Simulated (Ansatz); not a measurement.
Q: Name a neutral molecule of C, O, Si and H with vertical ionisation energy (CCSD(T)/CBS(def2)) between 8.60 and 8.90 eV and LUMO energy (B3LYP/def2-TZVPP) between -1.90 and -1.60 eV (Ansatz, PBE0-D4/def2-TZVP geometry).

A: `C[Si]O` (8.82 eV, -1.82 eV); `CC[Si]O` (8.63 eV, -1.67 eV). Other molecules can fit too; these were computed, each in one conformer that needn't be the lowest.

B3LYP here is the variant with VWN-RPA as its local correlation; programs differ in this.
